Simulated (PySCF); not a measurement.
A run for PySCF: R-HF/3-21G on C2H6FGa (SMILES C[CH2][GaH][F]).

```python
from pyscf import gto, scf, dft, mp
from pyscf.data.elements import chemcore

mol = gto.M(
    atom='''
    C    -1.19439599    0.53227411   -0.05515291
    C    -0.24610109   -0.66770814   -0.12545140
    Ga    1.65858337   -0.23003469    0.15104962
    F     1.96404943    1.50020127    0.43987939
    H    -1.14156567    1.02930481    0.91420158
    H    -2.23077612    0.22473445   -0.21563401
    H    -0.94976061    1.28188346   -0.80862012
    H    -0.32188267   -1.17373387   -1.09296326
    H    -0.51250251   -1.42457592    0.61892625
    H     2.97435183   -1.07234547    0.17376483
    ''',
    basis='3-21g',
    charge=0, spin=0, verbose=3, max_memory=1800)
mf = scf.RHF(mol)
mf.conv_tol = 1e-8
mf.max_cycle = 100
mf.kernel()
if not mf.converged:
    mf = mf.newton().run(mf.mo_coeff, mf.mo_occ)
```

Program output:

```
converged SCF energy = -2091.59351453848
```

Self-consistency was reached.

Cost: roughly 0.6 core-seconds.
